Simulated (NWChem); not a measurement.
Molecule: CH₅FSi; SMILES [SiH3]CF

Program: NWChem. Each level has its own optimisation; frequencies are unscaled.

```csv
level,r C–F (Å),r C–Si (Å),r C–H (Å),highest harmonic frequency (cm⁻¹),lowest (cm⁻¹),zero-point energy (kcal/mol),dipole (D)
B3LYP/3-21G,…,1.932,1.096,…,…,…,…
Hartree-Fock/3-21G,1.426,1.929,1.081,3279,177,36.1,2.24
Hartree-Fock/STO-3G,1.393,1.889,1.096,3643,122,42.3,1.26
PBE-D3(BJ)/def2-SVP,1.394,1.913,1.115,3000,172,33.0,1.42
```

Q: Complete the blanks.

A: 
- B3LYP/3-21G, r C–F (Å): 1.443
- B3LYP/3-21G, highest harmonic frequency (cm⁻¹): 3090
- B3LYP/3-21G, lowest (cm⁻¹): 192
- B3LYP/3-21G, zero-point energy (kcal/mol): 34.0
- B3LYP/3-21G, dipole (D): 1.81
